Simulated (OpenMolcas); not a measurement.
## C, Si, Ge, Sn, Pb: ns2 np2 down the group

| Property | Result |
| --- | --- |
| Program | OpenMolcas 26.06 |
| Method | RASSCF |
| Basis | ANO-RCC-VQZP |
| Scalar Hamiltonian | DKH2, point nucleus |
| Spin-orbit coupling | state interaction with AMFI integrals over the reference wave functions, term energies averaged over their components |

Active space for each ion: 4 electrons in 9 orbitals (RAS2 s p; RAS3 d, at most 2 electrons).

Computed levels in cm-1 above 3P0:

```
                               Level      C     Si     Ge     Sn     Pb
                                 3P1   15.0   66.8    484   1417   6522
                                 3P2   44.9    196   1273   3144  10134
                                 1D2  12666   8692   9386  10319  20221
                                 1S0  26367  19434  20053  19921  29915
weight of 3P in the lowest level (%)    100    100    100     98     89
```

Mixed levels, with the weight of the term that names them: Pb 3P2 (70 %), Pb 1D2 (70 %).

Measured, with the error of the calculation in %. Measured levels: C, Si, Ge, Sn, Pb from NIST Handbook of Basic Atomic Spectroscopic Data.

```tsv
Level	C	Si	Ge	Sn	Pb
3P1	16.4 (-8.4)	77.1 (-13.4)	557 (-13.2)	1692 (-16.2)	7819 (-16.6)
3P2	43.4 (+3.5)	223 (-12.2)	1410 (-9.7)	3428 (-8.3)	10650 (-4.8)
1D2	10193 (+24.3)	6299 (+38.0)	7125 (+31.7)	8613 (+19.8)	21458 (-5.8)
1S0	21648 (+21.8)	15394 (+26.2)	16367 (+22.5)	17162 (+16.1)	29467 (+1.5)
```

The fine-structure level 3P2 changes by a factor of 226 from C to Pb.

Without spin-orbit coupling 1D lies 12636, 8560, 8445, 7608, 7365 cm-1 above 3P in that order; the difference to the level 1D2, of either sign, comes from spin-orbit coupling, which also lowers the zero.

Without dynamic correlation excited terms often stand tens of per cent too high (terms of higher spin than the ground term too low), and those without a measured partner can miss by more than the paired ones (holds for C; Si; Ge). Active for correlation alone: 3d; no level in the range computed is led by a configuration that fills it, so any true level of that kind is missing (holds for C). The run also gave levels led by 3s2 3p 3d, which use shells meant for correlation; these and all levels above them are left out (holds for Si). Some high roots are left out of the spin-orbit mixing, which shifts the levels that they would mix with (holds for Ge). Active for correlation alone: 4d; no level in the range computed is led by a configuration that fills it, so any true level of that kind is missing (holds for Ge). The run also gave levels led by 5s2 5p 5d, which use shells meant for correlation; these and all levels above them are left out (holds for Sn). The run also gave levels led by 6s2 6p 6d, which use shells meant for correlation; these and all levels above them are left out (holds for Pb). Measured partners are found by configuration, term and J. A level has none where our copy of the source lacks it or the pairing is in doubt (some pairs that miss far off the trend of their configuration count as doubtful), and it then counts in no deviation. Where the source uses jj or jK labels, the order within each J decides. Levels of configurations outside the active space are missing.
